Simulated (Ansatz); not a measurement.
System: Sb2, net charge 0, singlet state. 
Geometry from a B3LYP-D3(BJ)/def2-TZVP (Ansatz, a first-principles code) optimisation:
```
Sb
Sb 1 2.4879
```

Parts of the frozen-core correlation energy in def2-SVP (Ansatz, hartree). Frozen orbitals: 18; correlated occupied orbitals by spin: 5 and 5; virtual: 29 and 29. Spin-orbit coupling is left out. In def2 rows, elements after Kr have scalar-relativistic effective core potentials. The restricted reference is unstable.

```json
[
 {"term": "reference (HF)", "value": "-478.52841"},
 {"term": "MP2 opposite-spin", "value": "(withheld)"},
 {"term": "MP2 same-spin", "value": "(withheld)"},
 {"term": "CCSD correlation", "value": "-0.19674"},
 {"term": "(T)", "value": "(withheld)"},
 {"term": "CCSDT minus CCSD(T)", "value": "-0.00042"},
 {"term": "T1 diagnostic", "value": "0.017"},
 {"term": "largest doubles amplitude", "value": "0.167"}
]
```

Q: What belongs in the gaps?

A: 
- MP2 opposite-spin, value: -0.13676
- MP2 same-spin, value: -0.04911
- (T), value: -0.01263
